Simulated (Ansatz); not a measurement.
Correlation energies of CH7FO2Si2 (`C[SiH](F)O[SiH2]O`) by basis set

```tsv
atom	x (Å)	y (Å)	z (Å)
C1	-0.396	-1.763	-1.571
Si2	-0.296	-0.026	-0.963
F3	-1.751	0.446	-0.475
O4	0.698	0.069	0.318
Si5	0.913	0.905	1.711
O6	0.022	2.279	1.737
H7	-1.082	-1.839	-2.418
H8	0.588	-2.108	-1.897
H9	-0.747	-2.430	-0.780
H10	0.124	0.936	-2.007
H11	2.322	1.335	1.798
H12	0.538	-0.001	2.825
H13	-0.933	2.197	1.722
```

Total charge 0; spin multiplicity 1. The geometry is a stationary point of PBE0-D4/def2-TZVP. It is one conformer, not always the lowest. Frozen core, restricted reference, the Gaussian-basis code of Ansatz. CBS rows extrapolate triple and quadruple zeta; past MP2 they add the triple-zeta difference.

| basis | HF (Eh) | MP2 corr. |
| --- | --- | --- |
| def2-TZVPP | -869.38071 | -1.13948 |
| def2-QZVPP | -869.41438 | -1.23358 |

Question: Estimate the CCSD correlation energy and the (T) correction in each basis where they were run (hartree).

Answer: 
| basis | CCSD corr. | (T) |
| --- | --- | --- |
| def2-TZVPP | -1.18039 | -0.03922 |
| CBS(def2) | -1.34421 | as TZ |
